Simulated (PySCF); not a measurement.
Correlation energy of Pb (lead, neutral)

[Xe] 4f14 5d10 6s1 6p2 7s1, high-spin 5P determinant (an excited configuration). Calculation: PySCF 2.14, in aug-cc-pVTZ-DK3 (9s8p6d3f, 84 functions); scalar relativity by spin-free X2C-1e. Frozen: [Xe] 4f14 5d10; 4 electrons correlated.

```csv
level,correlation energy (mhartree)
CCSD,-17.70
(T),-0.28
CCSD(T),-17.98
```

Diagnostics: T1 = 0.0082, D1 = 0.0211, largest double amplitude 0.032.

Question: Is a single reference adequate?

Answer: Yes, within this model without spin-orbit coupling: T1 lies below 0.03 and no double amplitude reaches 0.07.

Spin-orbit coupling is strong in this species, so the high-spin LS determinant is a model state.
